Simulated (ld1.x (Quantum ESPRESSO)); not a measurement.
## u(r) = r·R(r): atom against pseudo-atom (tin (Sn))

Columns: radius, all-electron u(r) and pseudo u(r) of the 5p shell (level -4.32 eV) of tin in the configuration [Kr] 4d10 5s1 5p3; PBE, scalar-relativistic, PAW scheme, ld1.x (Quantum ESPRESSO) 7.5.

```tsv
r (bohr)	all-electron	pseudo
0.123	0.0135	-0.0048
0.245	-0.1669	-0.0187
0.368	-0.0424	-0.0416
0.490	0.1436	-0.0720
0.613	0.2505	-0.1092
0.735	0.2593	-0.1514
0.858	0.1974	-0.1975
0.980	0.0981	-0.2455
1.103	-0.0161	-0.2944
1.225	-0.1283	-0.3422
1.348	-0.2323	-0.3885
1.470	-0.3226	-0.4315
1.593	-0.3996	-0.4712
1.715	-0.4622	-0.5065
1.838	-0.5125	-0.5374
1.960	-0.5510	-0.5633
2.083	-0.5796	-0.5845
2.205	-0.5992	-0.6006
2.328	-0.6114	-0.6115
2.450	-0.6170	-0.6170
2.573	-0.6172	-0.6172
2.695	-0.6127	-0.6127
2.818	-0.6044	-0.6044
2.940	-0.5930	-0.5930
3.063	-0.5789	-0.5789
3.185	-0.5630	-0.5630
```

How many radial nodes do the two functions have?

The all-electron 5p function has n − l − 1 = 3; the pseudo-wave has 0, since the states of the same l below it are removed with the core.

At about which radius was the pseudo-wave matched?

2.45 bohr. The columns agree to 0.0005 from 2.33 bohr on; several derivatives are matched, so the curves merge somewhat inside the radius.

Where does each function peak?

Outermost all-electron maximum near 2.57 bohr, pseudo maximum near 2.57 bohr (to the table’s step).

Is the pseudo-wave norm-conserving?

No, it belongs to a PAW set: the norm inside the radius is not constrained, and the difference is carried by the augmentation charge.
